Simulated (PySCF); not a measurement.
C₇H₁₄P (charge +1).
Numbering: `[CH2:1]=[CH:2][P@@H+:3]([CH3:4])[CH:5]1[CH2:6][CH2:7][CH2:8]1` (hydrogens: H9, H10 on C1; H11 on C2; H12 on P3; H13, H14, H15 on C4; H16 on C5; H17, H18 on C6; H19, H20 on C7; H21, H22 on C8)

The same species was optimised twice, with GFN2-xTB and with PBE0-D3(BJ)/def2-SVP (PySCF), and the same property calculations (PySCF, gas phase) were run on both structures.

| coordinate | GFN2-xTB | PBE0-D3(BJ)/def2-SVP | change |
| --- | --- | --- | --- |
| P3–C5 (Å) | 1.816 | 1.802 | -0.014 |
| C1=C2 (Å) | 1.326 | 1.337 | +0.011 |
| C2–P3 (Å) | 1.791 | 1.782 | -0.009 |
| P3–C4 (Å) | 1.805 | 1.799 | -0.006 |
| C5–C8 (Å) | 1.544 | 1.550 | +0.006 |
| C7–C8 (Å) | 1.537 | 1.541 | +0.004 |
| C5–C6 (Å) | 1.542 | 1.547 | +0.005 |
| C6–C7 (Å) | 1.537 | 1.541 | +0.004 |
| P3–C5–C8 (°) | 114.9 | 117.9 | +3.0 |
| P3–C5–C6 (°) | 115.3 | 117.8 | +2.5 |
| C5–C8–C7 (°) | 89.1 | 87.8 | -1.3 |
| C5–C6–C7 (°) | 89.2 | 87.9 | -1.3 |
| C2–P3–C4 (°) | 110.9 | 111.6 | +0.7 |
| C6–C5–C8 (°) | 89.8 | 89.2 | -0.6 |
| C6–C7–C8 (°) | 90.3 | 89.6 | -0.7 |
| C1–C2–P3 (°) | 123.0 | 122.5 | -0.5 |
| C1–C2–P3–C4 (°) | 124 | 123 | -1 |
| C2–P3–C5–C6 (°) | 65 | 64 | -1 |

Rotational constants: A = 2610, B = 1161, C = 873.6 MHz (GFN2-xTB) against A = 2636, B = 1139, C = 859.8 MHz (PBE0-D3(BJ)/def2-SVP). Point groups within 0.08 Å: C1 and C1.

On the GFN2-xTB structure: HOMO (eV) -12.65 [PBE0/pcSseg-1]; LUMO (eV) -5.31 [PBE0/pcSseg-1]; GIAO shielding of C1 (ppm) 28.1 [PBE0/pcSseg-1]; GIAO shielding of C2 (ppm) 66.9 [PBE0/pcSseg-1]; GIAO shielding of P3 (ppm) 306.2 [PBE0/pcSseg-1]; GIAO shielding of C4 (ppm) 181.2 [PBE0/pcSseg-1]; GIAO shielding of C5 (ppm) 158.7 [PBE0/pcSseg-1]; GIAO shielding of C6 (ppm) 162.4 [PBE0/pcSseg-1]; GIAO shielding of C7 (ppm) 167.8 [PBE0/pcSseg-1]; GIAO shielding of C8 (ppm) 162.1 [PBE0/pcSseg-1].

What do these properties become on the PBE0-D3(BJ)/def2-SVP structure?

```json
{"property": "HOMO (eV)", "level": "PBE0/pcSseg-1", "on GFN2-xTB": "-12.65", "on PBE0-D3(BJ)/def2-SVP": "-12.63", "change": "+0.02"}
{"property": "LUMO (eV)", "level": "PBE0/pcSseg-1", "on GFN2-xTB": "-5.31", "on PBE0-D3(BJ)/def2-SVP": "-5.34", "change": "-0.03"}
{"property": "energy, GFN2-xTB geometry as zero (kcal/mol)", "level": "PBE0/pcSseg-1", "on GFN2-xTB": "0.0", "on PBE0-D3(BJ)/def2-SVP": "-1.4", "change": "-1.4"}
{"property": "GIAO shielding of C1 (ppm)", "level": "PBE0/pcSseg-1", "on GFN2-xTB": "28.1", "on PBE0-D3(BJ)/def2-SVP": "24.2", "change": "-3.9"}
{"property": "GIAO shielding of C2 (ppm)", "level": "PBE0/pcSseg-1", "on GFN2-xTB": "66.9", "on PBE0-D3(BJ)/def2-SVP": "65.4", "change": "-1.5"}
{"property": "GIAO shielding of P3 (ppm)", "level": "PBE0/pcSseg-1", "on GFN2-xTB": "306.2", "on PBE0-D3(BJ)/def2-SVP": "303.7", "change": "-2.5"}
{"property": "GIAO shielding of C4 (ppm)", "level": "PBE0/pcSseg-1", "on GFN2-xTB": "181.2", "on PBE0-D3(BJ)/def2-SVP": "179.4", "change": "-1.8"}
{"property": "GIAO shielding of C5 (ppm)", "level": "PBE0/pcSseg-1", "on GFN2-xTB": "158.7", "on PBE0-D3(BJ)/def2-SVP": "156.5", "change": "-2.2"}
{"property": "GIAO shielding of C6 (ppm)", "level": "PBE0/pcSseg-1", "on GFN2-xTB": "162.4", "on PBE0-D3(BJ)/def2-SVP": "157.5", "change": "-4.9"}
{"property": "GIAO shielding of C7 (ppm)", "level": "PBE0/pcSseg-1", "on GFN2-xTB": "167.8", "on PBE0-D3(BJ)/def2-SVP": "161.8", "change": "-6.0"}
{"property": "GIAO shielding of C8 (ppm)", "level": "PBE0/pcSseg-1", "on GFN2-xTB": "162.1", "on PBE0-D3(BJ)/def2-SVP": "157.4", "change": "-4.7"}
```

The heavy atoms differ by 0.084 Å rms after alignment. Among bonds between heavy atoms P3–C5 changes most (-0.014 Å). Changes are differences of the printed values. Neither structure is proved a minimum here. The structure is a single PBE0-D3(BJ)/def2-SVP conformer in the gas phase; no vibrational or solvent corrections.

The values belong to the conformer `[CH2:1]=[CH:2][P@@H+:3]([CH3:4])[CH:5]1[CH2:6][CH2:7][CH2:8]1`: C1–C2–P3–C4 123°, C2–P3–C5–C6 64°.
